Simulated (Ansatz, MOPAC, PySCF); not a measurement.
Noncovalent pair: AlH3O2 (SMILES [OH][AlH][OH]) (first 6 atoms) with H2O (SMILES O); geometry from B3LYP-D3(BJ)/def2-TZVP, rigid monomers moved along the line of their centres of mass till H4···O7 is 2.64 Å.
(charge 0, multiplicity 1):
```xyz
9

O     -0.051     0.603     1.522
Al    -0.035    -0.513     0.254
O     -0.063     0.065    -1.343
H     -0.038     0.384     2.465
H      0.005    -2.068     0.445
H     -0.088     1.000    -1.553
O     -0.014     0.148     5.097
H      0.756     0.554     5.513
H     -0.781     0.544     5.524
```

Counterpoise-corrected where a basis set is named; no monomer relaxation.

The state that AM1 reach isn't checked.

Programs: Ansatz (Gaussian orbitals); MOPAC for AM1 (differences of heats of formation); PySCF for the dispersion terms. Values without a source in brackets are computed.

Task: Give the interaction energy at the level AM1.

Result: -1.7 kcal/mol

Ansatz is an electronic-structure program.
